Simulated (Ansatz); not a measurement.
Z-matrix (Å, degrees):
```
In
F 1 1.934
S 1 2.341 2 123.0
F 1 1.929 2 112.0 3 180.0
H 3 1.346 1 91.7 2 -0.0
```

Total charge 0; spin multiplicity 1. In: def2 effective core potential.

Question: List the r2SCAN/def2-TZVPP orbital energies in eV (the Gaussian-basis code of Ansatz). (An estimate is asked.)

Answer: The calculation gave: Occupied: -2410.25, -665.16, -665.11, -214.66, -158.72, -158.67, -158.53, -126.80, -83.55, -83.25, -83.23, -29.57, -29.51, -21.18, -20.71, -20.68, -20.60, -20.39, -19.11, -11.94, -11.10, -9.97, -9.64, -9.55, -9.21, -9.11, -8.69, -7.59. Lowest empty: -3.33, -1.75, -0.67, 0.19, 1.18, 2.00, 2.52, 3.13.
